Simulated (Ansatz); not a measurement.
Start from `BC([SiH3])[SiH2]Cl` and change one atom or group to get `BC([SiH3])BCl`.

Ansatz, PBE0-D4/def2-TZVP geometries, multiplicity 1. Each molecule was computed in one conformer, which needn't be the lowest.

| property | `BC([SiH3])[SiH2]Cl` |
| --- | --- |
| HOMO energy (PBE0/def2-TZVPP) / eV | -8.68 |
| size of the dipole moment (PBE/def2-TZVPP) / D | 1.67 |
| HOMO–LUMO gap (PBE0/def2-TZVPP) / eV | 7.16 |
| LUMO energy (PBE/def2-TZVPP) / eV | -2.50 |
| HOMO–LUMO gap (PBE/def2-TZVPP) / eV | 4.88 |
| HOMO energy (ωB97M-V/def2-TZVPP) / eV | -10.90 |

(1) What does the change do to each property? (An estimate is asked.)

Results:

(1) The calculation gave: 
| property | `BC([SiH3])BCl` | shift |
| --- | --- | --- |
| HOMO energy (PBE0/def2-TZVPP) / eV | -8.50 | 0.18 |
| size of the dipole moment (PBE/def2-TZVPP) / D | 1.38 | -0.29 |
| HOMO–LUMO gap (PBE0/def2-TZVPP) / eV | 7.19 | 0.03 |
| LUMO energy (PBE/def2-TZVPP) / eV | -2.29 | 0.21 |
| HOMO–LUMO gap (PBE/def2-TZVPP) / eV | 4.85 | -0.03 |
| HOMO energy (ωB97M-V/def2-TZVPP) / eV | -10.78 | 0.12 |

Dipoles are sizes alone; their direction can turn.
